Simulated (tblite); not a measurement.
Compound: C₅H₁₁AlBCl.
Atom-mapped SMILES: `[Cl:1][BH:2][C@H:3]1[CH2:4][CH2:5][CH2:6][CH2:7][AlH:8]1` (hydrogens: H9 on B2; H10 on C3; H11, H12 on C4; H13, H14 on C5; H15, H16 on C6; H17, H18 on C7; H19 on Al8)

Computed with GFN2-xTB (tblite), gas phase: L-BFGS steps from a force-field or distance-geometry start until the largest atomic force falls under 0.01 eV/Å.

The end geometry, which sets the zero of energy:
```
atom  x, y, z in Å
Cl1     2.2456   -1.1717    1.7798
B2      2.4414    0.0428    0.5763
C3      1.4195    0.2361   -0.5545
C4      0.5014   -0.9267   -0.9945
C5     -0.6818   -1.2256   -0.0632
C6     -1.8191   -0.1994   -0.1332
C7     -1.5539    1.0571    0.7302
Al8     0.2420    1.7184    0.2011
H9      3.3676    0.7582    0.7038
H10     1.9051    0.6846   -1.4361
H11     0.1073   -0.7177   -1.9939
H12     1.1013   -1.8390   -1.0684
H13    -0.3217   -1.2980    0.9646
H14    -1.0814   -2.2043   -0.3429
H15    -1.9672    0.0955   -1.1772
H16    -2.7440   -0.6803    0.2004
H17    -1.6190    0.7587    1.7871
H18    -2.3746    1.7733    0.5814
H19     0.8219    3.1474    0.2319
```

Question: These geometries come from the run, each turned onto the end geometry. Order them by energy, lowest first.
A.
```
atom  x, y, z in Å
Cl1     2.0232   -1.0248    1.9854
B2      2.4017    0.0217    0.6725
C3      1.4539    0.2372   -0.5182
C4      0.4984   -0.8721   -1.0275
C5     -0.6808   -1.2415   -0.1186
C6     -1.8167   -0.2151   -0.0917
C7     -1.4915    1.0293    0.7672
Al8     0.2336    1.7408    0.0966
H9      3.4043    0.6303    0.7792
H10     2.0157    0.6381   -1.3778
H11     0.0965   -0.5681   -2.0005
H12     1.0837   -1.7807   -1.1961
H13    -0.3186   -1.4036    0.8958
H14    -1.0892   -2.1873   -0.4838
H15    -2.0456    0.0928   -1.1170
H16    -2.7092   -0.7078    0.3057
H17    -1.4409    0.6992    1.8161
H18    -2.3384    1.7284    0.7220
H19     0.7101    3.1926   -0.1168
```
B.
```
atom  x, y, z in Å
Cl1     2.0841   -1.0745    1.9115
B2      2.3972    0.0380    0.6342
C3      1.4421    0.2259   -0.5516
C4      0.4938   -0.8961   -1.0316
C5     -0.6719   -1.2428   -0.0955
C6     -1.8159   -0.2228   -0.0976
C7     -1.5079    1.0441    0.7358
Al8     0.2585    1.7310    0.1444
H9      3.3514    0.7161    0.7660
H10     1.9788    0.6449   -1.4171
H11     0.0772   -0.6181   -2.0059
H12     1.0817   -1.8073   -1.1820
H13    -0.2977   -1.3657    0.9214
H14    -1.0754   -2.2064   -0.4192
H15    -2.0345    0.0631   -1.1318
H16    -2.7119   -0.7103    0.3010
H17    -1.5180    0.7575    1.7986
H18    -2.3370    1.7567    0.6192
H19     0.7958    3.1761    0.0928
```
C.
```
atom  x, y, z in Å
Cl1     1.9653   -1.0881    1.9727
B2      2.3436    0.0161    0.7081
C3      1.4489    0.2308   -0.5219
C4      0.5101   -0.8845   -1.0405
C5     -0.6762   -1.2391   -0.1352
C6     -1.7866   -0.1836   -0.0823
C7     -1.4485    1.0284    0.8230
Al8     0.2183    1.7616    0.0383
H9      3.3107    0.6656    0.8786
H10     2.0403    0.6320   -1.3620
H11     0.1206   -0.6018   -2.0259
H12     1.1050   -1.7934   -1.1842
H13    -0.3080   -1.4304    0.8729
H14    -1.1087   -2.1717   -0.5143
H15    -1.9951    0.1702   -1.0995
H16    -2.6972   -0.6695    0.2843
H17    -1.3362    0.6543    1.8516
H18    -2.3158    1.7026    0.8530
H19     0.5999    3.2097   -0.3239
```
D.
```
atom  x, y, z in Å
Cl1     2.1111   -1.2073    1.9298
B2      2.2360    0.0696    0.7873
C3      1.3837    0.2189   -0.4764
C4      0.5094   -0.9235   -1.0246
C5     -0.7170   -1.2733   -0.1786
C6     -1.7657   -0.1652   -0.0729
C7     -1.3794    1.0443    0.8212
Al8     0.2185    1.8254   -0.0339
H9      3.0342    0.9074    1.0019
H10     2.0134    0.6345   -1.2840
H11     0.1479   -0.6404   -2.0159
H12     1.1205   -1.8255   -1.1347
H13    -0.3916   -1.5812    0.8098
H14    -1.1977   -2.1399   -0.6398
H15    -1.9810    0.1804   -1.0877
H16    -2.6867   -0.6125    0.3120
H17    -1.1066    0.6502    1.8124
H18    -2.2825    1.6406    0.9795
H19     0.7240    3.2069   -0.5126
```
E.
```
atom  x, y, z in Å
Cl1     2.1420   -1.3121    1.6769
B2      2.2068    0.1383    0.7599
C3      1.3777    0.2614   -0.5494
C4      0.5811   -0.9909   -1.0238
C5     -0.7519   -1.2662   -0.2859
C6     -1.7818   -0.1473   -0.0098
C7     -1.3315    1.0793    0.8408
Al8     0.2050    1.8603   -0.0939
H9      2.8538    1.0245    1.2182
H10     2.0788    0.5816   -1.3397
H11     0.4006   -0.9328   -2.0986
H12     1.1830   -1.8945   -0.8802
H13    -0.4961   -1.7102    0.6672
H14    -1.2727   -2.0461   -0.8460
H15    -2.1991    0.2049   -0.9573
H16    -2.5918   -0.6343    0.5343
H17    -1.0566    0.7358    1.8516
H18    -2.2021    1.7406    0.9559
H19     0.6453    3.3171   -0.4275
```

Answer: B (0.003 eV), A (0.009 eV), C (0.019 eV), D (0.090 eV), E (0.304 eV).

In the order of the answer:

| step | E above end (eV) | largest force (eV/Å) | rms force component (eV/Å) | rms distance from end (Å) | rms bond change (Å) | bond most changed (Å) |
| --- | --- | --- | --- | --- | --- | --- |
| 101 | 0.003 | 0.02 | 0.008 | 0.096 | 0.001 | B2–C3 -0.002 |
| 71 | 0.009 | 0.05 | 0.016 | 0.161 | 0.002 | C3–Al8 -0.007 |
| 48 | 0.019 | 0.08 | 0.025 | 0.222 | 0.002 | C3–Al8 +0.004 |
| 21 | 0.090 | 0.22 | 0.070 | 0.309 | 0.005 | C7–Al8 -0.012 |
| 11 | 0.304 | 0.41 | 0.143 | 0.402 | 0.011 | C7–Al8 -0.025 |

The cost below is that of the whole relaxation. The run took 2.1 s of wall time on Arm Neoverse N1, one thread, shared host with 64 logical CPUs at a one-minute load of 57.
